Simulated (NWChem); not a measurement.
System: CH3Cl2In; SMILES [Cl][In]([CH3])[Cl]

NWChem input:

```
start job
memory heap 200 mb stack 900 mb global 1100 mb
geometry units angstroms noautoz
  In    -0.298520    -0.004410     0.001297
  Cl     1.005123     1.948607    -0.001284
  Cl     1.039609    -1.934423    -0.001099
  C     -2.435698    -0.026928     0.001835
  H     -2.790680    -1.061271     0.093919
  H     -2.792176     0.412626    -0.940079
  H     -2.798130     0.577700     0.844361
end
basis spherical
  In library sto-3g
  Cl library sto-3g
  C library sto-3g
  H library sto-3g
end
dft
  xc pbe0
  iterations 150
  mulliken
end
task dft energy
```

Output (shortened):

```
             Northwest Computational Chemistry Package (NWChem) 7.3.0
             --------------------------------------------------------

 C1  symmetry detected

                             Geometry "geometry" -> ""
                             -------------------------

 Output coordinates in angstroms (scale by  1.889725989 to convert to a.u.)

  No.       Tag          Charge          X              Y              Z
 ---- ---------------- ---------- -------------- -------------- --------------
    1 In                  49.0000    -0.26741854     0.00000023     0.00066924
    2 Cl                  17.0000     1.05192328     1.94244792    -0.00045187
    3 Cl                  17.0000     1.05511498    -1.94073391    -0.00044822
    4 C                    6.0000    -2.40470802    -0.00529364    -0.00100835
    5 H                    1.0000    -2.76810942    -1.03674664     0.09064998
    6 H                    1.0000    -2.75665562     0.43716372    -0.94326662
    7 H                    1.0000    -2.76312871     0.60219549     0.84117548

 Effective nuclear repulsion energy (a.u.)     565.5059313593

                                 NWChem DFT Module
                                 -----------------

 Summary of "ao basis" -> "ao basis" (spherical)
 ------------------------------------------------------------------------------
       Tag                 Description            Shells   Functions and Types
 ---------------- ------------------------------  ------  ---------------------
 In                          sto-3g                 11       27   5s4p2d
 Cl                          sto-3g                  5        9   3s2p
 C                           sto-3g                  3        5   2s1p
 H                           sto-3g                  1        1   1s

            General Information
            -------------------
          SCF calculation type: DFT
          Wavefunction type:  closed shell.
          No. of atoms     :     7
          No. of electrons :    92
           Alpha electrons :    46
            Beta electrons :    46
          Charge           :     0
          Spin multiplicity:     1
          Use of symmetry is: off; symmetry adaption is: off
          Maximum number of iterations: 150
          AO basis - number of functions:    53
                     number of shells:    27
          Convergence on energy requested:  1.00D-06
          Convergence on density requested:  1.00D-05
          Convergence on gradient requested:  5.00D-04

              XC Information
              --------------
                         PBE0 Method XC Functional
                     Hartree-Fock (Exact) Exchange  0.250
          PerdewBurkeErnzerhof Exchange Functional  0.750
            Perdew 1991 LDA Correlation Functional  1.000 local
           PerdewBurkeErnz. Correlation Functional  1.000 non-local

             Grid Information
             ----------------
          Grid used for XC integration:  medium
          Radial quadrature: Mura-Knowles
          Angular quadrature: Lebedev.
          Tag              B.-S. Rad. Rad. Pts. Rad. Cut. Ang. Pts.
          ---              ---------- --------- --------- ---------
          In                  1.55      123           8.0       590
          Cl                  1.00       88          11.0       590
          C                   0.70       49          10.0       434
          H                   0.35       45          11.0       434
          Grid pruning is: on
          Number of quadrature shells:   483
          Spatial weights used:  Erf1

      Superposition of Atomic Density Guess
      -------------------------------------

 Sum of atomic energies:       -6630.46489515

      Non-variational initial energy
      ------------------------------

 Total energy =   -6630.572314
 1-e energy   =  -10318.554807
 2-e energy   =    3122.476562
 HOMO         =      -0.180412
 LUMO         =       0.173587

     ---------------------------------------------
      Total Density - Mulliken Population Analysis
     ---------------------------------------------

    Atom       Charge   Shell Charges
 -----------   ------   -------------------------------------------------------
    1 In  49    47.53   2.00  2.00  6.00  2.00  5.99  2.01  5.97  0.98  0.64 10.00  9.94
    2 Cl  17    17.70   2.00  2.00  5.99  1.98  5.72
    3 Cl  17    17.70   2.00  2.00  5.99  1.98  5.72
    4 C    6     6.26   1.99  1.35  2.92
    5 H    1     0.94   0.94
    6 H    1     0.94   0.94
    7 H    1     0.94   0.94

   convergence    iter        energy       DeltaE   RMS-Dens  Diis-err
 ---------------- ----- ----------------- --------- --------- ---------
 d= 0,ls=0.0,diis     1  -6634.1737120630 -7.20D+03  3.24D-02  2.71D-01
 d= 0,ls=0.0,diis     2  -6634.2210652616 -4.74D-02  1.40D-02  1.61D-01
 d= 0,ls=0.0,diis     3  -6634.2617745650 -4.07D-02  1.86D-03  5.52D-03
 d= 0,ls=0.0,diis     4  -6634.2626804680 -9.06D-04  6.53D-04  6.35D-04
 d= 0,ls=0.0,diis     5  -6634.2628024832 -1.22D-04  8.27D-05  6.10D-06
  Resetting Diis
 d= 0,ls=0.0,diis     6  -6634.2628039913 -1.51D-06  6.95D-06  3.53D-08
 d= 0,ls=0.0,diis     7  -6634.2628040011 -9.78D-09  8.39D-07  1.40D-10

         Total DFT energy =    -6634.262804001060
      One electron energy =   -10309.388142896378
           Coulomb energy =     3328.752136407251
    Exchange-Corr. energy =     -219.132728871193
 Nuclear repulsion energy =      565.505931359259

 Numeric. integr. density =       92.000005943370

                       DFT Final Molecular Orbital Analysis
                       ------------------------------------

 Vector   44  Occ=2.000000D+00  E=-2.362511D-01
              MO Center=  1.0D+00, -3.4D-02, -4.1D-04, r^2= 4.6D+00
   Bfn.  Coefficient  Atom+Function         Bfn.  Coefficient  Atom+Function
  ----- ------------  ---------------      ----- ------------  ---------------
    45     -0.723189  3 Cl pz                36      0.710374  2 Cl pz
    41      0.199392  3 Cl pz                32     -0.195835  2 Cl pz
    24     -0.179025  1 In d -1              19      0.065541  1 In d -1

 Vector   45  Occ=2.000000D+00  E=-2.306391D-01
              MO Center=  9.4D-01, -9.5D-03, -2.3D-04, r^2= 4.6D+00
   Bfn.  Coefficient  Atom+Function         Bfn.  Coefficient  Atom+Function
  ----- ------------  ---------------      ----- ------------  ---------------
    44      0.575929  3 Cl py                35      0.571933  2 Cl py
    34     -0.399318  2 Cl px                43      0.399724  3 Cl px
    23      0.282868  1 In d -2              40     -0.159644  3 Cl py
    31     -0.158522  2 Cl py                30      0.109241  2 Cl px
    39     -0.109357  3 Cl px                18     -0.103511  1 In d -2

 Vector   46  Occ=2.000000D+00  E=-2.147494D-01
              MO Center=  1.2D-01, -1.0D-02, -1.2D-04, r^2= 4.9D+00
   Bfn.  Coefficient  Atom+Function         Bfn.  Coefficient  Atom+Function
  ----- ------------  ---------------      ----- ------------  ---------------
    43      0.572083  3 Cl px                34      0.567435  2 Cl px
    27     -0.394991  1 In d  2              48      0.344380  4 C  px
    15     -0.194925  1 In px                14      0.177197  1 In s
    39     -0.157083  3 Cl px                30     -0.155781  2 Cl px
    22      0.144407  1 In d  2              11      0.100642  1 In px

 Vector   47  Occ=0.000000D+00  E= 4.100778D-02
              MO Center= -2.0D-01,  6.1D-03,  2.0D-03, r^2= 2.8D+00
   Bfn.  Coefficient  Atom+Function         Bfn.  Coefficient  Atom+Function
  ----- ------------  ---------------      ----- ------------  ---------------
    17      1.028080  1 In pz                13     -0.341233  1 In pz
    36     -0.275736  2 Cl pz                45     -0.276052  3 Cl pz
    52      0.124689  6 H  s                  9      0.121289  1 In pz
    53     -0.111929  7 H  s                 32      0.071011  2 Cl pz
    41      0.071103  3 Cl pz                50     -0.051403  4 C  pz

 Vector   48  Occ=0.000000D+00  E= 7.768365D-02
              MO Center= -3.5D-02,  4.7D-03, -3.2D-03, r^2= 3.6D+00
   Bfn.  Coefficient  Atom+Function         Bfn.  Coefficient  Atom+Function
  ----- ------------  ---------------      ----- ------------  ---------------
    14      1.028280  1 In s                 35      0.465755  2 Cl py
    44     -0.463238  3 Cl py                48     -0.430823  4 C  px
    47     -0.359384  4 C  s                 33     -0.263069  2 Cl s
    42     -0.261261  3 Cl s                 34      0.259114  2 Cl px
    43      0.257464  3 Cl px                15      0.242997  1 In px

 Vector   49  Occ=0.000000D+00  E= 2.064397D-01
              MO Center= -2.6D-01, -1.3D-02,  3.4D-03, r^2= 3.1D+00
   Bfn.  Coefficient  Atom+Function         Bfn.  Coefficient  Atom+Function
  ----- ------------  ---------------      ----- ------------  ---------------
    16      1.172369  1 In py                34      0.371321  2 Cl px
    43     -0.372268  3 Cl px                12     -0.336159  1 In py
    44      0.331598  3 Cl py                35      0.325657  2 Cl py
    42      0.309759  3 Cl s                 33     -0.306323  2 Cl s
    51      0.197170  5 H  s                 23      0.144522  1 In d -2

     ---------------------------------------------
      Total Density - Mulliken Population Analysis
     ---------------------------------------------

    Atom       Charge   Shell Charges
 -----------   ------   -------------------------------------------------------
    1 In  49    48.06   2.00  2.00  6.00  2.00  5.99  2.01  5.97  1.01  1.22 10.00  9.87
    2 Cl  17    17.40   2.00  2.00  5.99  2.00  5.41
    3 Cl  17    17.40   2.00  2.00  5.99  2.00  5.41
    4 C    6     6.38   1.99  1.25  3.15
    5 H    1     0.92   0.92
    6 H    1     0.92   0.92
    7 H    1     0.92   0.92

[...]
```

Level: PBE0/STO-3G, non-relativistic. Geometry: optimised at PBE0/def2-SVP (def2 core potentials past Kr).
